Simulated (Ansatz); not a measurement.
```yaml
crystal:
  periodic: [false, false, false]
  atoms:
    - {symbol: C, position_ang: [-0.117290, -1.206939, 0.587265]}
    - {symbol: C, position_ang: [1.079859, -0.345511, 0.257537]}
    - {symbol: O, position_ang: [0.786794, 1.040089, 0.241833]}
    - {symbol: In, position_ang: [-0.743464, 1.725542, -0.765526]}
    - {symbol: F, position_ang: [-1.793342, 0.657235, -1.996186]}
    - {symbol: F, position_ang: [-1.310384, 3.562408, -0.651776]}
    - {symbol: H, position_ang: [0.162922, -2.262023, 0.643120]}
    - {symbol: H, position_ang: [-0.888682, -1.121124, -0.188593]}
    - {symbol: H, position_ang: [-0.546424, -0.917752, 1.549931]}
    - {symbol: H, position_ang: [1.854266, -0.473286, 1.022336]}
    - {symbol: H, position_ang: [1.515745, -0.658641, -0.699942]}
basis:
  gaussian: {orbitals: def2-TZVP}
magnetization: {spin_polarized: true, initial_magnetization: 6}
hamiltonian: {xc: {name: PBE}}
scf: {lower_state_search: light}
```

```sh
$ ansatz run in.yaml --threads 2 --pin off --events-out ev --progress --plain --max-ram 32768MiB --backend cpu
```

It prints (some lines left out):

```
Functional definition: PBE
1431 factors; their error is unknown
mean field evaluation 1: about -14767.2920 eV, gradient 6.1e1 eV
mean field evaluation 2: about -14561.2118 eV, gradient 1.8e2 eV
mean field evaluation 4: about -14754.6326 eV, gradient 8.7e1 eV
mean field evaluation 8: about -14787.2307 eV, gradient 3.3e0 eV
mean field evaluation 16: about -14787.4250 eV, gradient 1.8e-1 eV
mean field evaluation 32: about -14787.4302 eV, gradient 1.7e-4 eV
mean field -14787.43021566 eV, -543.4280371454 hartree, gradient 2.1e-6 eV, S^2 12.006647; 10 other end points of the search recorded, 0 dependent functions left out
reference -14787.43028489 eV, -543.4280396895 hartree; 35, 29 occupied and 200, 206 virtual orbitals, 1431 factors
Total energy: -14787.43028489 eV, -543.4280396895 hartree
```

Question: Something in this input is off. What?

Answer: The spin is set far too high for this molecule. The calculation finished and met its thresholds. The result belongs to that input, not to the molecule as meant.
